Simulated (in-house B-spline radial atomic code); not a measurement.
## Binding energies in Nd VIII (Nd7+)

NIST's tabulated ground configuration is [Kr] 4d10 4f2 5s2 5p3; each binding energy is the energy of the ion with one electron taken from that subshell, relaxed, less that of the parent. Method: Dirac-Hartree-Fock, average of configuration, Fermi nucleus of rms radius 4.9123 fm. Calculated with a radial B-spline atomic code at the basis-set limit. Energies include first-order Breit, QED and recoil terms.

```csv
subshell,X-ray name,binding energy (eV),-ε (eV),relaxation (eV)
2s,L1,7248,7303.8,36.3
3s,M1,1696.3,1715.4,15.5
3d3/2,M4,1117.1,1135.5,17.4
3d5/2,M5,1095.2,1112.8,17.1
4s,N1,438.9,444.2,4.6
4d3/2,N4,234,237.8,3.8
4d5/2,N5,229.9,233.6,3.7
5s,O1,134.4,135.1,0.5
5p,"O2,3",111.2,111.7,0.4
4f,"N6,7",107.6,110.0,2.5
```

Relaxation = -ε minus the binding energy without Breit, QED and recoil terms.

(1) What does it cost to remove both a 4f and a 5s electron?

(2) What does it cost to remove both a 3d5/2 and a 3d3/2 electron?

## Answers

(1) 261.13 eV, which is 19.12 eV more than the two single binding energies together.

(2) 2279.2 eV, which is 66.91 eV more than the two single binding energies together.
